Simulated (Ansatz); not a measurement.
Reaction (formal exchange of groups at a C–Cl bond): `[F][SnH2][CH2]Cl` + BH₃ → `B[CH2][SnH2][F]` + HCl

Isolated molecules relaxed with PBE0-D4/def2-TZVP in Ansatz; ΔE leaves out vibrations. CCSD(T)/CBS adds triple-zeta CCSD(T) − MP2 to the extrapolated MP2 energy (def2 sets, frozen cores). This one scheme is used for every species. DFT in def2-TZVPP. Elements past krypton have def2 core potentials. For Sn outer-core shells are correlated without core-valence functions, which leaves a few kJ/mol of doubt a bond. Each species was taken in one conformer, which may not be the lowest.

| level | ΔE (kJ/mol) |
| --- | --- |
| B2PLYP | -112.9 |
| MP2/CBS(def2) | -118.9 |

**Question.** What does CCSD(T)/CBS give? (Estimate.)

**Answer.** The calculation gave: -116.6 kJ/mol. The listed levels differ from it by 3.7, -2.3 kJ/mol.

Largest T1 diagnostic among the species: 0.013.

In def2-TZVPP, CCSD(T) changes the Hartree–Fock value by −20.7 kJ/mol (the triples alone add −1.7 kJ/mol) and MP2 by −22.9 kJ/mol.
